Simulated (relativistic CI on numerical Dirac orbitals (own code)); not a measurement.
Energy levels of Ta XXXI

Computed by Dirac-Coulomb-Breit CI, orbitals from a KLI potential per configuration, model QED (radiative potential, 1s self-energy scaled to tabulated hydrogen-like ionisation energies), unscaled Slater integrals (own radial code, finite nucleus).

Configuration list (outside the closed core [Ar] 3d10): 4s²4p⁶4d⁷, 4s²4p⁵4d⁸, 4s²4p⁶4d⁶4f, 4s4p⁶4d⁸, 4s²4p⁵4d⁷4f, 4s4p⁶4d⁷4f, 4s²4p⁶4d⁶5s, 4s²4p⁶4d⁵4f5s, 4s²4p⁶4d⁶5p, 4s²4p⁵4d⁷5s, 4s²4p⁶4d⁶5f, 4s²4p⁶4d⁵5s5p, 4p⁶4d⁸4f, 4s²4p⁶4d⁶6s, 4s4p⁶4d⁷5s, 4p⁶4d⁹, 4p⁵4d¹⁰, 4p⁵4d⁹4f, 4s²4p⁶4d⁵5s², 4s²4p⁶4d⁴4f5s², 4s²4p⁵4d⁵4f5s², 4s4p⁶4d⁵4f5s², 4p⁶4d⁸5s, 4p⁵4d⁹5s, 4p⁵4d⁸4f5s, 4p⁶4d⁷5s², 4p⁵4d⁸5s², 4p⁶4d⁶4f5s², 4p⁵4d⁷4f5s². Double excitations out of closed p, d and f shells are left out; levels of such configurations are missing from the list, as are those of other unlisted configurations, and high levels can miss mixing partners.

The lowest level is 4s²4p⁶4d⁷ ⁴F9/2, with 64 % of that term; Hund's rules for 4s²4p⁶4d⁷ give ⁴F with J = 9/2, in agreement.

```tsv
No.	Configuration	Term	J	E (cm⁻¹)	%	Next component (%)	Landé g
1	4s²4p⁶4d⁷	⁴F	9/2	0	64	30 ²G	1.244
2	4s²4p⁶4d⁷	²P	3/2	40535	49	25 ²D	1.216
3	4s²4p⁶4d⁷	²D	5/2	61650	46	25 ⁴P	1.232
4	4s²4p⁶4d⁷	⁴F	7/2	115196	88	10 ²G	1.197
5	4s²4p⁶4d⁷	²H	9/2	140441	35	34 ²G	1.105
6	4s²4p⁶4d⁷	⁴F	3/2	146789	37	33 ⁴P	0.979
7	4s²4p⁶4d⁷	⁴P	5/2	151326	59	27 ⁴F	1.385
8	4s²4p⁶4d⁷	⁴P	1/2	159532	53	46 ²P	1.730
9	4s²4p⁶4d⁷	²H	11/2	165481	99	1 4s²4p⁵4d⁷4f ²H	1.087
10	4s²4p⁶4d⁷	²G	7/2	183932	54	42 ²F	1.004
11	4s²4p⁶4d⁷	²F	5/2	203510	69	25 ²D	0.966
12	4s²4p⁶4d⁷	²D	3/2	254996	60	27 ⁴F	0.806
13	4s²4p⁶4d⁷	⁴F	5/2	260100	52	41 ²D	1.121
14	4s²4p⁶4d⁷	²P	3/2	274046	32	28 ²D	1.182
15	4s²4p⁶4d⁷	²H	9/2	285234	60	35 ²G	0.995
16	4s²4p⁶4d⁷	²P	1/2	287057	53	46 ⁴P	1.599
17	4s²4p⁶4d⁷	²F	7/2	299354	56	35 ²G	1.057
18	4s²4p⁶4d⁷	²D	5/2	379190	75	17 ²F	1.165
19	4s²4p⁶4d⁷	²D	3/2	424492	60	18 ⁴F	0.864
20	4s²4p⁵4d⁸	⁴G°	11/2	1409360	90	5 ²H°	1.258
21	4s²4p⁵4d⁸	⁴F°	9/2	1427963	50	23 ²G°	1.246
22	4s²4p⁵4d⁸	²D°	5/2	1428059	53	16 ²F°	1.181
23	4s²4p⁵4d⁸	²P°	1/2	1443595	35	27 ²S°	1.237
24	4s²4p⁵4d⁸	²F°	7/2	1445569	51	34 ⁴D°	1.230
25	4s²4p⁵4d⁸	⁴D°	7/2	1463525	35	17 4s²4p⁶4d⁶4f ⁴D°	1.297
26	4s²4p⁵4d⁸	²P°	3/2	1483483	25	13 4s²4p⁶4d⁶4f ²P°	1.337
27	4s²4p⁵4d⁸	²D°	5/2	1517615	30	14 4s²4p⁶4d⁶4f ²D°	1.196
28	4s²4p⁶4d⁶4f	⁴G°	9/2	1521736	23	15 ⁶G°	1.113
29	4s²4p⁶4d⁶4f	⁶G°	11/2	1525285	30	22 ⁴G°	1.220
30	4s²4p⁵4d⁸	⁴D°	3/2	1536544	27	27 ²P°	1.185
```

Energies count from the lowest computed level; ° marks odd parity.

The mean weight of the leading LS term, summed over parents, in these 30 levels is 52 %, and that of the leading jj configuration (from the same eigenvectors) 85 %, so jj coupling describes them better and the LS labels are nominal.

At this charge energies of transitions that change n are usually good to better than 1 %, and those within a shell (Δn = 0) to a few per cent. Terms inside the open d or f shell come out 10 to 20 % too wide with unscaled integrals.

LS names give the leading component of a level, which can be under half, so a name can repeat, a term be missing and a line seem to break the LS rules.
